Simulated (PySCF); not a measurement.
Constitutional and geometric isomers with formula CH4OSi. Isolated molecules, 0 K electronic values unless said otherwise. One relaxed conformer stands for each flexible species; it need not be the lowest. Strings in code marks are SMILES.

Level of theory: PBE-D3(BJ)/def2-TZVP // B3LYP-D3(BJ)/def2-TZVP run with PySCF. 

```
species                             dipole moment (D)  LUMO (eV)  HOMO–LUMO gap (eV)
----------------------------------  -----------------  ---------  ------------------
`OC=[SiH2]` (H–O–C–Si torsion 15°)                  –      -2.02                2.88
`[SiH3]C=O`                                         …      -2.83                   …
`C1O[SiH2]1`                                     1.65      -1.37                5.09
`C[SiH]=O`                                          …      -2.38                3.99
`C=[SiH]O` (C–Si–O–H torsion 0°)                    –      -1.14                4.02
```

What belongs in the gaps?


- `[SiH3]C=O`, dipole moment (D): 1.99
- `[SiH3]C=O`, HOMO–LUMO gap (eV): 2.85
- `C[SiH]=O`, dipole moment (D): 4.16
